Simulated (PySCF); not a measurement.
# Gas-phase XPS of 3,4-dimethylbenzenethiol, computed

Compound: 3,4-dimethylbenzenethiol, C8H10S.
Z-matrix (Å and degrees, PBE0-D3(BJ)/def2-SVP geometry), rows numbered from 1:
```
C 
C   1  1.4997
C   2  1.3961  1  120.82
C   3  1.3922  2  122.01  1   179.94
C   4  1.3960  3  119.66  2    -0.01
S   5  1.7673  4  123.43  3  -179.99
C   5  1.3996  4  118.86  3     0.01
C   7  1.3951  5  121.61  4     0.02
C   8  1.5002  2  120.43  1     0.18
H   1  1.1024  2  111.71  3   121.65
H   1  1.0987  2  111.25  3     1.19
H   1  1.1027  2  111.65  3  -119.17
H   3  1.0937  2  119.08  1    -0.07
H   4  1.0926  3  119.81  2   180.00
H   6  1.3486  5   96.62  4     0.13
H   7  1.0937  5  119.43  4  -180.00
H   9  1.1021  8  111.49  2   -58.46
H   9  1.0985  8  111.45  2  -179.09
H   9  1.1024  8  111.36  2    60.42
```

Computed with PySCF 2.14.0, delta-SCF UKS SCAN, pcX-2 on the ionised atom, pcseg-1 elsewhere, spin-free X2C. Vertical ΔSCF values, vacuum level as zero.

Problem. What binding energy does each computed site have?

Solution. 
```json
{"atom(s)": "S6", "environment": "thiol sulfur", "level": "S 1s", "binding energy (eV)": "2477.29", "above the level's lowest (eV)": "0.00", "count": "1"}
{"atom(s)": "C5", "environment": "substituted aromatic carbon", "level": "C 1s", "binding energy (eV)": "290.71", "above the level's lowest (eV)": "+0.87", "count": "1"}
{"atom(s)": "C9", "environment": "benzylic-type carbon", "level": "C 1s", "binding energy (eV)": "290.67", "above the level's lowest (eV)": "+0.83", "count": "1"}
{"atom(s)": "C1", "environment": "benzylic-type carbon", "level": "C 1s", "binding energy (eV)": "290.63", "above the level's lowest (eV)": "+0.79", "count": "1"}
{"atom(s)": "C8", "environment": "substituted aromatic carbon", "level": "C 1s", "binding energy (eV)": "290.12", "above the level's lowest (eV)": "+0.28", "count": "1"}
{"atom(s)": "C3", "environment": "aromatic CH carbon", "level": "C 1s", "binding energy (eV)": "289.95", "above the level's lowest (eV)": "+0.11", "count": "1"}
{"atom(s)": "C4", "environment": "aromatic CH carbon", "level": "C 1s", "binding energy (eV)": "289.90", "above the level's lowest (eV)": "+0.06", "count": "1"}
{"atom(s)": "C2", "environment": "substituted aromatic carbon", "level": "C 1s", "binding energy (eV)": "289.88", "above the level's lowest (eV)": "+0.04", "count": "1"}
{"atom(s)": "C7", "environment": "aromatic CH carbon", "level": "C 1s", "binding energy (eV)": "289.84", "above the level's lowest (eV)": "0.00", "count": "1"}
```

Lowest listed C 1s: C7, bonded to 2 C (aromatic in the SMILES) and H. Highest, 0.87 eV above it: C5, bonded to S and 2 C (aromatic in the SMILES). The widest gap between neighbouring values is 0.51 eV, between 290.12 and 290.63 eV. The values 289.84, 289.88, 289.90 and 289.95 eV; the values 290.63, 290.67 and 290.71 eV lie too close for their order to be trusted.

Problem. Give the binding energy of C 1s of C2 in hartree and in kJ/mol.

Solution. 289.88 eV = 10.6529 Eh = 27969 kJ/mol.

Not every level is listed. The unrestricted hole states depart most from a pure doublet (⟨S²⟩ = 0.75; over 0.85 named) for C 1s of C5 (0.86), which makes this value less certain. Geometry: PBE0-D3(BJ)/def2-SVP, one conformer, isolated molecule.

Time: 6.0 min wall. Hardware: one thread of an x86-64 server (shared host).
